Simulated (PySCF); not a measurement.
## 33S chemical shifts

Equivalent nuclei averaged, one conformer, no relativistic terms, no solvent. GFN2-xTB structure; NMR shieldings at PBE0/pcSseg-1/GIAO; PySCF 2.14.0 with density-fitted response routines.

Shieldings were converted by a linear fit to measured shifts: 33S: δ = 158.28 − 0.937σ (rms 33.3 ppm, 20 shifts vs sulfate, solution or neat liquid). A few per cent of atoms miss by over 2 rms, more outside the fitted compound classes.

**Question.** Give the 33S shifts of `CS[SiH2]SCc1ccco1`, `FCC1=C(C(F)F)SCCC1`, `C=C(SC)C(C)(C)CC#N`.

**Answer.** 
| compound | environment | δ (ppm) |
| --- | --- | --- |
| [CH3:1][S:2][SiH2:3][S:4][CH2:5][c:6]1[cH:7][cH:8][cH:9][o:10]1 | S4: sulfur bonded to C, Si | -382 |
| [CH3:1][S:2][SiH2:3][S:4][CH2:5][c:6]1[cH:7][cH:8][cH:9][o:10]1 | S2: sulfur bonded to C, Si | -493 |
| FCC1=C(C(F)F)SCCC1 | sulfide sulfur | -282 |
| C=C(SC)C(C)(C)CC#N | sulfide sulfur | -309 |

**Question.** Order these by 33S shift, lowest first.
A. C=C(SC)[Si@H](C)[SiH2]N
B. CS[SiH2]C1=CC[C@@H]1F
C. CCC1=CS[C@@H](F)[SiH2]1
D. FC(F)c1ccsc1

**Answer.** B (-484 ppm, sulfur bonded to C, Si), A (-278 ppm, sulfide sulfur), C (-158 ppm, sulfide sulfur), D (-87 ppm, aromatic ring sulfur).
